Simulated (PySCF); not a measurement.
Species: C6H10Si.
Bonds: C1–C2, C2–C3 (triple), C3–C4, C4–C5, C5–Si6, Si6–C7, C4–C7. Hydrogens: H8, H9, H10 on C1; H11 on C4; H12, H13 on C5; H14, H15 on Si6; H16, H17 on C7.

The same species was optimised twice, with GFN2-xTB and with PBE0-D3(BJ)/def2-SVP (PySCF), and the same property calculations (PySCF, gas phase) were run on both structures.

| coordinate | GFN2-xTB | PBE0-D3(BJ)/def2-SVP | change |
| --- | --- | --- | --- |
| C2≡C3 (Å) | 1.199 | 1.214 | +0.015 |
| C5–Si6 (Å) | 1.910 | 1.896 | -0.014 |
| Si6–C7 (Å) | 1.910 | 1.896 | -0.014 |
| C3–C4 (Å) | 1.444 | 1.456 | +0.012 |
| C4–C7 (Å) | 1.552 | 1.562 | +0.010 |
| C4–C5 (Å) | 1.552 | 1.562 | +0.010 |
| C1–C2 (Å) | 1.448 | 1.454 | +0.006 |
| C4–C7–Si6 (°) | 91.0 | 87.1 | -3.9 |
| C4–C5–Si6 (°) | 91.0 | 87.1 | -3.9 |
| C3–C4–C7 (°) | 113.6 | 116.2 | +2.6 |
| C3–C4–C5 (°) | 113.7 | 116.2 | +2.5 |
| C5–Si6–C7 (°) | 76.7 | 78.2 | +1.5 |
| C2–C3–C4 (°) | 177.1 | 178.6 | +1.5 |
| C1–C2–C3 (°) | 178.8 | 179.7 | +0.9 |
| C5–C4–C7 (°) | 99.6 | 100.0 | +0.4 |

Rotational constants: A = 6652, B = 943.4, C = 907.6 MHz (GFN2-xTB) against A = 7631, B = 904.2, C = 855.1 MHz (PBE0-D3(BJ)/def2-SVP).

On the GFN2-xTB structure: lowest singlet, TDDFT (eV) 5.98 [PBE0/def2-SVPD]; isotropic polarisability (au) 97.5 [PBE0/def2-SVPD]; HOMO (eV) -7.03 [PBE0/def2-SVPD]; LUMO (eV) 0.14 [PBE0/def2-SVPD]; dipole (D) 0.33 [PBE0/def2-SVPD]; HOMO (eV) -7.02 [PBE0/pcSseg-1]; LUMO (eV) 0.25 [PBE0/pcSseg-1]; dipole (D) 0.33 [PBE0/pcSseg-1]; GIAO shielding of C1 (ppm) 181.9 [PBE0/pcSseg-1]; GIAO shielding of C2 (ppm) 101.9 [PBE0/pcSseg-1]; GIAO shielding of C3 (ppm) 93.6 [PBE0/pcSseg-1]; GIAO shielding of C4 (ppm) 161.7 [PBE0/pcSseg-1]; GIAO shielding of C5/C7 (mean) (ppm) 166.5 [PBE0/pcSseg-1]; GIAO shielding of Si6 (ppm) 392.5 [PBE0/pcSseg-1].

**Question.** What do these properties become on the PBE0-D3(BJ)/def2-SVP structure?

**Answer.** 
```csv
property,level,on GFN2-xTB,on PBE0-D3(BJ)/def2-SVP,change
"lowest singlet, TDDFT (eV)",PBE0/def2-SVPD,5.98,5.99,+0.01
isotropic polarisability (au),PBE0/def2-SVPD,97.5,100.3,+2.8
HOMO (eV),PBE0/def2-SVPD,-7.03,-7.06,-0.03
LUMO (eV),PBE0/def2-SVPD,0.14,0.20,+0.06
dipole (D),PBE0/def2-SVPD,0.33,0.58,+0.25
"energy, GFN2-xTB geometry as zero (kcal/mol)",PBE0/def2-SVPD,0.0,-3.0,-3.0
HOMO (eV),PBE0/pcSseg-1,-7.02,-7.05,-0.03
LUMO (eV),PBE0/pcSseg-1,0.25,0.32,+0.07
dipole (D),PBE0/pcSseg-1,0.33,0.57,+0.24
"energy, GFN2-xTB geometry as zero (kcal/mol)",PBE0/pcSseg-1,0.0,-2.5,-2.5
GIAO shielding of C1 (ppm),PBE0/pcSseg-1,181.9,179.6,-2.3
GIAO shielding of C2 (ppm),PBE0/pcSseg-1,101.9,102.3,+0.4
GIAO shielding of C3 (ppm),PBE0/pcSseg-1,93.6,93.6,0.0
GIAO shielding of C4 (ppm),PBE0/pcSseg-1,161.7,156.7,-5.0
GIAO shielding of C5/C7 (mean) (ppm),PBE0/pcSseg-1,166.5,163.9,-2.6
GIAO shielding of Si6 (ppm),PBE0/pcSseg-1,392.5,387.9,-4.6
```

The heavy atoms differ by 0.168 Å rms after alignment. Among bonds between heavy atoms C2≡C3, C5–Si6 and Si6–C7 change most and about equally (-0.014 to +0.015 Å). Changes are differences of the printed values. Neither structure is proved a minimum here.
